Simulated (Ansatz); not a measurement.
Input for Ansatz (a program for electronic structure):
Ansatz 0.2 input:
```yaml
crystal:
  periodic: [false, false, false]
  atoms:
    - {symbol: F, position_ang: [-1.70724434, -1.31595218, -0.80344057]}
    - {symbol: Ge, position_ang: [-0.99019274, -0.02470371, 0.05491638]}
    - {symbol: F, position_ang: [-1.76069679, 1.37112394, -0.55847658]}
    - {symbol: F, position_ang: [-1.59986531, -0.18160537, 1.64297919]}
    - {symbol: I, position_ang: [1.45842312, 0.03638531, -0.08088458]}
basis:
  gaussian:
    orbitals: def2-SV_P_.json
hamiltonian:
  xc: pbe
```
The basis file holds def2-SV(P) in the JSON format of the Basis Set Exchange.

Predict the total energy from Ansatz with PBE/def2-SV(P).

-2673.2741 Eh

What is the computed number of basis functions (PBE/def2-SV(P))?

100
